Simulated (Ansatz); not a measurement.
Cartesian coordinates in Å:
```
C 0.063 1.198 2.311
C 0.357 0.540 1.345
Si 0.821 -0.459 -0.105
C -0.532 -0.442 -1.323
C -1.420 -0.440 -2.138
H -0.200 1.781 3.164
H 2.042 0.111 -0.721
H 1.076 -1.854 0.323
H -2.207 -0.436 -2.857
```

The species carries charge 0 and has multiplicity 1.

**Question.** List the r2SCAN/def2-TZVPP orbital energies in eV (the Gaussian-basis code of Ansatz). (Best estimate.)

**Answer.** The calculation gave: Occupied: -1791.70, -273.49, -273.49, -273.05, -273.05, -142.11, -96.98, -96.96, -96.94, -19.80, -19.61, -15.53, -14.18, -13.41, -10.89, -10.03, -9.46, -7.65, -7.53, -7.36, -7.28. Lowest empty: -1.18, -1.14, -0.57, -0.27, 1.42, 1.86, 2.14, 2.68.
